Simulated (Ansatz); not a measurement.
Consider the redistribution: `O[SiH]1CCO1` + `C=C[Si](N)(N)Cl` → `Cl[SiH]1CCO1` + `C=C[Si](N)(N)O`.

Program: Ansatz. Geometries: PBE0-D4/def2-TZVP. ΔE: electronic, gas phase. CCSD(T)/CBS adds triple-zeta CCSD(T) − MP2 to the extrapolated MP2 energy (def2 sets, frozen cores). Functionals use def2-TZVPP. B3LYP here is the variant with VWN-RPA as its local correlation; programs differ in this. Each species was taken in one conformer, which may not be the lowest.

`O[SiH]1CCO1`:

Z-matrix (Å, degrees):
```
Si
C 1 1.872
C 1 2.271 2 42.4
O 1 1.634 2 121.2 3 -116.9
O 1 1.663 2 81.9 3 -2.0
H 1 1.480 2 119.4 3 112.5
H 2 1.089 1 117.3 3 -114.0
H 2 1.090 1 116.9 3 113.4
H 3 1.092 1 123.0 2 96.7
H 3 1.093 1 127.3 2 -95.0
H 4 0.959 1 117.9 2 49.1
```

`C=C[Si](N)(N)Cl`:

Z-matrix (Å, degrees):
```
Si
C 1 1.855
N 1 1.703 2 118.2
N 1 1.700 2 106.7 3 -119.5
Cl 1 2.078 2 106.4 3 116.0
C 2 1.330 1 125.9 3 -117.6
H 2 1.091 1 116.3 3 61.7
H 3 1.006 1 120.8 2 81.9
H 3 1.007 1 120.4 2 -68.0
H 4 1.007 1 120.0 2 -38.2
H 4 1.008 1 119.9 2 176.1
H 6 1.087 2 122.1 1 179.2
H 6 1.086 2 121.4 1 -0.7
```

`Cl[SiH]1CCO1`:

```xyz
10

Cl    1.233   -1.414   -2.150
Si    0.467   -1.074   -0.281
C    -0.907    0.178   -0.160
C     0.176    0.990    0.587
O     1.295    0.062    0.591
H     0.378   -2.405    0.358
H    -1.255    0.627   -1.088
H    -1.760   -0.099    0.458
H    -0.093    1.230    1.617
H     0.466    1.905    0.067
```

`C=C[Si](N)(N)O`:

```xyz
14

C     0.234   -0.353   -2.221
C     0.254   -0.966   -1.039
Si   -0.121   -0.122    0.571
N    -1.119    1.221    0.226
N     1.174    0.546    1.481
O    -0.731   -1.353    1.487
H    -0.021    0.699   -2.309
H     0.472   -0.869   -3.148
H     0.518   -2.022   -1.017
H    -1.892    1.144   -0.413
H    -1.272    1.936    0.918
H     1.667    1.346    1.119
H     1.807   -0.078    1.955
H    -0.972   -1.129    2.387
```

(1) Is it downhill or uphill in electronic energy at CCSD(T)/CBS, and by how much? (Best estimate.)

(2) What do these levels give: PBE-D4, r2SCAN-D4, PBE0-D4, ωB97X-V, PBE, B3LYP, HF/def2-TZVPP, CCSD/def2-TZVPP, HF/def2-QZVPP, SCS-MP2/def2-QZVPP, MP2/CBS(def2), CCSD/CBS(def2)? (Best estimate.)

Largest T1 diagnostic among the species: 0.012.

Answers

(1) The calculation gave: Uphill: ΔE = +8.6 kJ/mol.

(2) Computed: PBE-D4 8.3, r2SCAN-D4 7.9, PBE0-D4 8.7, ωB97X-V 8.7, PBE 7.6, B3LYP 7.2, HF/def2-TZVPP 7.2, CCSD/def2-TZVPP 6.8, HF/def2-QZVPP 7.1, SCS-MP2/def2-QZVPP 8.9, MP2/CBS(def2) 10.7, CCSD/CBS(def2) 8.5 kJ/mol.
